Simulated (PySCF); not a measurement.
Simulated absorption spectrum

H7OPSi2.
SMILES: `[SiH3]O[SiH2]P`

Method used: PySCF, TDDFT CAM-B3LYP/def2-SVPD, vertical, gas phase, core orbitals frozen in the response. Isolated species at its GFN2-xTB geometry (one conformer only). Torsions of this conformer, `[SiH3:1][O:2][SiH2:3][PH2:4]`: Si1–O2–Si3–P4 59°, H–P4–Si3–O2 82°, H–P4–Si3–O2 175°.

Broadening: Gaussians 0.3 eV wide at half height, area fixed by f = 4.319×10⁻⁹ ∫ε dν̃. The width is an assumption, not a result. The curve ends short of the highest state used, and states not computed would add to its high-energy end.

```
λ (nm)  ε (L mol⁻¹ cm⁻¹)
 165.1              5346
 165.9              8391
 166.7             12217
 167.6             17024
 168.4             21106
 169.2             24304
 170.1             26147
 170.9             25939
 171.7             24119
 172.6             20700
 173.4             17105
 174.3             13154
 175.1             10140
 175.9              7756
 176.8              5796
 177.6              4561
 178.4              3657
 179.3              2899
 180.1              2387
 181.0              1958
 181.8              1702
 182.6              1555
 183.5              1499
 184.3              1515
 185.1              1561
 186.0              1615
 186.8              1646
 187.7              1663
 188.5              1677
 189.3              1712
 190.2              1804
 191.0              1945
 191.8              2141
 192.7              2406
 193.5              2647
 194.4              2876
 195.2              3006
 196.0              3038
 196.9              2947
 197.7              2758
 198.5              2487
 199.4              2118
 200.2              1766
 201.0              1421
 201.9              1067
 202.7               798
 203.6               553
 204.4               385
 205.2               260
 206.1               161
 206.9               102
 207.7                63
 208.6                35
 209.4                20
 210.3                11
 211.1                 6
```

(1) Locate the maxima and give the states behind the curve.

(2) Coming from long wavelengths, where does ε first pass 100 L mol⁻¹ cm⁻¹?

(3) On this curve, what absorbance would a 10⁻³ mol/L sample give at 193 nm over a 1 cm path?

Results:

(1) 196 nm (6.33 eV), ε about 3000, made up of S1 (98%); 170 nm (7.28 eV), ε about 26000, made up of S4 (18%) and S5 (81%) (ε in L mol⁻¹ cm⁻¹; maxima over ε = 5, shares over 10%). The states used: S1 6.32 eV (f 0.033); S2 6.65 eV (f 0.016); S3 6.99 eV (f 0.030); S4 7.25 eV (f 0.053); S5 7.28 eV (f 0.238); S6 7.51 eV (f 0.0029); S7 8.01 eV (f 0.0072); S8 8.11 eV (f 0.050).

(2) At about 207 nm (5.99 eV), 0.33 eV below S1.

(3) 193 nm is 6.424 eV, where ε is about 2500 L mol⁻¹ cm⁻¹, so A = ε c l ≈ 2.5 (Beer–Lambert, with the gas-phase spectrum and the assumed width).
